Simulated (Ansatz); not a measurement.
Ideal-gas functions of ClH₂O₃V (`[O]=[V]([OH])([OH])[Cl]`) at 298.15 K and 1 bar, from an Ansatz frequency run at PBE0-D4/def2-TZVP.

Molar mass 136.41 g/mol, point group Cs (symmetry number 1), electronic degeneracy 1, moments of inertia 130.095, 222.255, 241.768 u Å². Harmonic wavenumbers (cm⁻¹, unscaled): 171, 200, 242, 262, 288, 394, 403, 495, 652, 676, 779, 834, 1149, 3876, 3881.

Use S(trans) = R[1.5 ln M + 2.5 ln T − 1.1517]; rotational temperatures θ = 24.2544 K / I; S(rot) = R[ln(√π/σ · √(T³/θAθBθC)) + 1.5]; for each mode x = 1.438777 ν̃/T, S = R[x/(eˣ − 1) − ln(1 − e⁻ˣ)] and H = RT x/(eˣ − 1); 1 cm⁻¹ = 0.0119627 kJ/mol; R = 8.31446 J/(mol·K).

**Question.** By hand: the entropy, in J/(mol·K).

**Answer.** Translation 170.2. Rotation: θ = 0.1864, 0.1091, 0.1003 K, giving 114.0. Vibration, mode by mode: 10.14, 8.92, 7.48, 6.90, 6.22, 4.12, 3.98, 2.81, 1.54, 1.41, 0.94, 0.76, 0.21, 0.00, 0.00, in all 55.4. Electronic 0.0. Sum 339.6 J/(mol·K).

**Question.** By hand: H − E and G − E in kJ/mol, counted from the electronic energy.

**Answer.** Zero-point energy ½ × 14302 × 0.0119627 = 85.5; thermal vibration 10.1; translation, rotation and pV give 4 RT = 9.9. H − E = 105.5 kJ/mol, and G − E = 105.5 − 298.15 × 339.6/1000 = 4.2 kJ/mol.

Vibration gives 16 % of the entropy. The sum counts one conformer and one mirror image; others add a mixing term.
